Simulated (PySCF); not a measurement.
**Indium: a sound run and one with changed settings**

Sound run: In [Kr] 4d10 5s2 5p1, In⁺ [Kr] 4d10 5s2. Computed with PySCF 2.14 in x2c-SVPall (6s5p3d, 36 functions), with the spin-free X2C one-electron Hamiltonian (Gaussian nucleus). In the sound run the correlated levels freeze [Kr] 4d10. The sound run starts from symmetry-adapted Hartree-Fock orbitals and uses a fine grid where one is needed.

Changed run: no relativity, point nucleus. This setting is unsound on purpose.

```
species   method  sound run (hartree)  changed run (hartree)  converged
     In      UHF          -5877.61419            -5621.73044        yes
     In     PBE0          -5879.93707            -5624.05270        yes
     In     MN15          -5884.11036            -5628.27615        yes
     In      MP2          -5877.63885            -5621.75614        yes
     In  CCSD(T)          -5877.65159            -5621.77200        yes
    In⁺      UHF          -5877.42445            -5621.51994        yes
    In⁺     PBE0          -5879.73103            -5623.82500        yes
    In⁺     MN15          -5883.90084            -5628.03806        yes
    In⁺      MP2          -5877.44491            -5621.54203        yes
    In⁺  CCSD(T)          -5877.45534            -5621.55604        yes
```

Ionisation energy of In:

```
 method  sound run (eV)  changed run (eV)
    UHF           5.163             5.728
   PBE0           5.607             6.196
   MN15           5.702             6.479
    MP2           5.277             5.826
SCS-MP2           5.259             5.808
   CCSD           5.330             5.861
CCSD(T)           5.340             5.877
```

Most of the change in total energy is the relativistic energy itself. On top of that the contraction fixes the core shape for the Hamiltonian it was made with, so the changed run is not a good calculation with the other Hamiltonian either.

For comparison, NIST gives 5.786 eV between the lowest levels.
